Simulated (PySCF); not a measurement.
Members of one series of related molecules.

All values: B3LYP/def2-SVPD (PySCF) at GFN2-xTB geometries, gas phase, one conformer each. Core orbitals are frozen in the response; Δα² is half the sum of the squared differences of the principal polarisabilities.

(1) Rank by mean static polarisability, lowest first.
A. `C=C1O[SiH2]C(F)=C[C@@H]1O`
B. `C=C1CC=C[SiH2]O1`
C. `C=C1O[SiH2]C=C[Si@@H]1O`

(2) Rank by HOMO energy, highest first.
A. `C=C1O[SiH2]C(F)=C[C@@H]1O`
B. `C=C1O[SiH2]CC[C@H]1O`
C. `C=C1CC=C[SiH2]O1`

Results:

(1) B (12.67 Å³), A (13.43 Å³), C (15.14 Å³).

(2) C (-6.37 eV), B (-6.55 eV), A (-6.74 eV).

All values together:

```csv
SMILES,change,formula,μ (D),HOMO (eV),LUMO (eV),α (Å³),Δα (Å³),electrons,α per electron (Å³)
C=C1O[SiH2]C=C[C@H]1O,parent,C5H8O2Si,1.91,-6.56,-1.02,13.33,5.40,68,0.196
C=C1O[SiH2]CC[C@H]1O,H2 added to a C-C multiple bond,C5H10O2Si,1.48,-6.55,-0.13,13.46,3.82,70,0.192
C=C1O[SiH2]C=C[Si@@H]1O,C replaced by Si,C4H8O2Si2,1.78,-6.68,-1.43,15.14,5.69,76,0.199
C=C1O[SiH2]C(F)=C[C@@H]1O,H on C replaced by F,C5H7FO2Si,1.91,-6.74,-1.18,13.43,4.86,76,0.177
C=C1CC=C[SiH2]O1,terminal O group replaced by H,C5H8OSi,1.76,-6.37,-0.78,12.67,5.05,60,0.211
```

Conformers: `[CH2:1]=[C:2]1[O:3][SiH2:4][CH:5]=[CH:6][C@H:7]1[OH:8]` with C6–C7–O8–H 63°, C1–C2–O3–Si4 163°, C2–O3–Si4–C5 -18°, O3–Si4–C5–C6 24°, C5–C6–C7–O8 -172°; `[CH2:1]=[C:2]1[O:3][SiH2:4][CH2:5][CH2:6][C@H:7]1[OH:8]` with C6–C7–O8–H 174°, C1–C2–O3–Si4 -175°, C2–O3–Si4–C5 30°, O3–Si4–C5–C6 -13°, Si4–C5–C6–C7 -34°; `[CH2:1]=[C:2]1[O:3][SiH2:4][CH:5]=[CH:6][Si@@H:7]1[OH:8]` with C6–Si7–O8–H -64°, C1–C2–O3–Si4 -178°, C2–O3–Si4–C5 28°, O3–Si4–C5–C6 -27°, C5–C6–Si7–O8 153°; `[CH2:1]=[C:2]1[O:3][SiH2:4][C:5]([F:6])=[CH:7][C@@H:8]1[OH:9]` with C7–C8–O9–H 51°, C1–C2–O3–Si4 172°, C2–O3–Si4–C5 -32°, O3–Si4–C5–F6 -139°, C5–C7–C8–O9 55°; `[CH2:1]=[C:2]1[CH2:3][CH:4]=[CH:5][SiH2:6][O:7]1` with C1–C2–C3–C4 -129°, C2–C3–C4–C5 -44°, C4–C5–Si6–O7 24°, C5–Si6–O7–C2 -17°.

Question: Give the shifts from the parent, `C=C1O[SiH2]C=C[C@H]1O`.

Answer: 
| SMILES | change in μ (D) | change in HOMO (eV) | change in LUMO (eV) | change in mean α (Å³) |
| --- | --- | --- | --- | --- |
| C=C1O[SiH2]CC[C@H]1O | -0.43 | +0.01 | +0.89 | +0.13 |
| C=C1O[SiH2]C=C[Si@@H]1O | -0.13 | -0.12 | -0.41 | +1.81 |
| C=C1O[SiH2]C(F)=C[C@@H]1O | 0.00 | -0.18 | -0.16 | +0.10 |
| C=C1CC=C[SiH2]O1 | -0.15 | +0.19 | +0.24 | -0.66 |
